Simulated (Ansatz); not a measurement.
CH₄Br₂Si, SMILES `[SiH3]C(Br)Br`. The species carries charge 0 and has multiplicity 1. Correlated methods include outer-core shells of Br, which these sets cover unevenly. Scalar relativity is left out up to krypton.

| atom | x (Å) | y (Å) | z (Å) |
| --- | --- | --- | --- |
| Si1 | -0.7109 | 0.2701 | 0.6366 |
| C2 | 0.6340 | -0.0831 | -0.6447 |
| Br3 | 0.0494 | -1.5161 | -1.8099 |
| Br4 | 2.2905 | -0.5079 | 0.2658 |
| H5 | -0.2618 | 1.4015 | 1.4858 |
| H6 | -1.9578 | 0.6332 | -0.0820 |
| H7 | -0.9031 | -0.9545 | 1.4446 |
| H8 | 0.8597 | 0.7567 | -1.2962 |

Give the diagnostics of a CCSD(T)/def2-TZVPP run (frozen core, Ansatz 0.2.0). (An estimate is asked.)

Computed: T1 = 0.0085, largest single amplitude 0.018, largest double 0.032, (T) share of the correlation energy 3.7 %, 8 CCSD cycles. The RHF solution is stable towards an unrestricted one. T1 lies under the customary mark of 0.02 for closed shells.
